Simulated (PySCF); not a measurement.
Sn(H)(NH2)3 (H7N3Sn), SMILES [NH2][SnH]([NH2])[NH2].

The structure is a stationary point at PBE0-D3(BJ)/def2-SVP. The structure was generated by enumeration; whether it is a known compound was not checked. The def2 effective core potentials stand for the cores of Sn; spin–orbit coupling is left out. Other conformers were not sampled.

Level of theory: IEF-PCM-M06-2X/def2-SVP run with PySCF.

The values are the electrostatic part of the solvation free energy, E(continuum) − E(gas) at the gas-phase geometry, in a cavity of scaled van der Waals radii (PySCF's table); cavitation and dispersion terms are not included. A continuum can't describe solvent molecules that bind to the metal. In vacuum the orbital gap is 9.67 eV. The dipole moment in vacuum is 1.44 D.

```
solvent       ε  ΔG(elec) (kcal/mol)  dipole (D)  gap (eV)
--------  -----  -------------------  ----------  --------
water     78.36                 -9.3        1.85      9.92
methanol  32.61                 -9.0        1.83      9.91
ethanol   24.85                 -8.9        1.82      9.91
```
